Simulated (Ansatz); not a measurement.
Geometry optimisation, RKS BLYP-D4/def2-SVP (Ansatz 0.2.0).

Input:

```yaml
crystal:
  periodic: [false, false, false]
  atoms:
    - { symbol: Sn, position_ang: [0.0, 0.0, 0.0] }
    - { symbol: O, position_ang: [0.0, 0.0, 2.31] }
    - { symbol: H, position_ang: [-0.9095, -0.2814, 2.6471] }
    - { symbol: H, position_ang: [1.6408, 0.0, -0.5794] }
    - { symbol: O, position_ang: [-0.9232, 1.5994, -0.6527] }
    - { symbol: H, position_ang: [-1.881, 1.3686, -0.8751] }
    - { symbol: H, position_ang: [-0.8195, -1.4198, -0.5794] }
    - { symbol: "N", position_ang: [0.8997, 2.0923, 0.7568] }
    - { symbol: H, position_ang: [1.7392, 2.1052, 1.4038] }
    - { symbol: H, position_ang: [0.4576, 3.0035, 0.444] }
    - { symbol: H, position_ang: [0.5425, 1.2615, 1.918] }
basis:
  gaussian: { orbitals: def2-SVP }
hamiltonian:
  xc: blyp
  dispersion: d4
relax:
  f_tol: 0.15
  max_steps: 25
  restrain:
    - { distance: [0, 7], at: 3.3, k: 30.0 }
    - { distance: [10, 1], at: 2.21, k: 30.0 }
    - { distance: [0, 1], at: 1.96, k: 30.0 }
    - { distance: [10, 7], at: 1.06, k: 30.0 }
```

Command:

```bash
$ ansatz run input.yaml --threads 2 --pin off --max-ram 3072MiB --backend cpu --events-out ev --progress --plain --runs-dir out
```

Where does it end, and by what steps?

The run converged. The restraints hold the end off the free minimum. After 8 steps the energy has fallen by 2.594 eV (the restraints' own energy left out); N8 moved furthest, 0.84 Å. Parted: Sn1–N8 (2.40 → 3.30 Å). Joined: N8–H11 (1.47 → 1.04 Å).

```tsv
step	energy less start (eV)	largest force component (eV/Å)	accepted
0	0.0000	3.419	yes
1	-0.4961	4.093	yes
2	-0.9986	4.267	yes
3	-1.6835	3.169	yes
4	-2.2556	1.281	yes
5	-2.4902	0.998	yes
6	-2.5238	1.031	yes
7	-2.5701	0.860	yes
8	-2.5937	0.825	yes
```

```xyz
11
Properties=species:S:1:pos:R:3
Sn -0.057 -0.190 0.036
O -0.056 -0.237 2.023
H -0.952 -0.411 2.376
H 1.589 -0.236 -0.439
O -0.922 1.514 -0.657
H -1.794 1.312 -1.054
H -1.066 -1.493 -0.531
N 1.035 2.610 1.402
H 1.912 2.339 0.940
H 0.310 2.700 0.676
H 0.747 1.822 2.022
```

Run time: 23 s on 2 threads of Arm Neoverse V1, on a shared host, peak memory 0.07 GiB.
